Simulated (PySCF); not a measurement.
The 25-electron isoelectronic series, non-relativistic

Calculated with PySCF 2.14 from differences of total energies of unrestricted determinants, without spin-orbit coupling. Each ion has its own even-tempered basis scaled to its charge (17s11p8d4f3g for the first); frozen: [Ne]. Ionisation energies in eV.

```tsv
ion	configuration	UHF	LDA	PBE	PBE0	r2SCAN	MP2 (outer shells)	NIST (with spin-orbit, Breit and QED)
Gd³⁹⁺	[Ar] 3d7 (4F)	2946.4	2946.4	2947.2	2947.5	2948.9	2947.5	2941 ± 4 (t)
Dy⁴¹⁺	[Ar] 3d7 (4F)	3223.0	3222.9	3223.8	3224.1	3225.6	3224.1	3217 ± 4 (t)
Er⁴³⁺	[Ar] 3d7 (4F)	3511.8	3511.5	3512.5	3512.8	3514.3	3512.8	3505 ± 4 (t)
Yb⁴⁵⁺	[Ar] 3d7 (4F)	3812.7	3812.3	3813.3	3813.7	3815.3	3813.7	3805 ± 4 (t)
Hf⁴⁷⁺	[Ar] 3d7 (4F)	4125.7	4125.2	4126.2	4126.6	4128.3	4126.7	4118 ± 4 (t)
Os⁵¹⁺	[Ar] 3d7 (4F)	4788.0	4787.2	4788.4	4788.9	4790.7	4789.0	4779 ± 4 (t)
Pt⁵³⁺	[Ar] 3d7 (4F)	5137.5	5136.5	5137.8	5138.2	5140.2	5138.4	5128 ± 5 (t)
Hg⁵⁵⁺	[Ar] 3d7 (4F)	5498.9	5497.8	5499.1	5499.7	5501.7	5499.9	5490 ± 5 (t)
Pb⁵⁷⁺	[Ar] 3d7 (4F)	5872.5	5871.3	5872.6	5873.2	5875.3	5873.4	5862 ± 6 (t)
```

Question: Interpolate the row of W⁴⁹⁺.

Answer: configuration [Ar] 3d7 (4F); UHF 4450.8; LDA 4450.1; PBE 4451.3; PBE0 4451.7; r2SCAN 4453.5; MP2 (outer shells) 4451.8; NIST (with spin-orbit, Breit and QED) 4446 ± 4 (s).

Each ion has its own basis, which adds noise of up to about 0.1 % along the series.

NIST values marked (s) are semi-empirical, (t) theoretical. Open shells are high-spin determinants of the terms that Hund's rules give; for the heavier ions, far from LS coupling, these are not the ground levels.

All relativistic terms are absent from the calculated values; where these lie close to NIST, scalar and spin-orbit shifts of opposite sign can cancel.
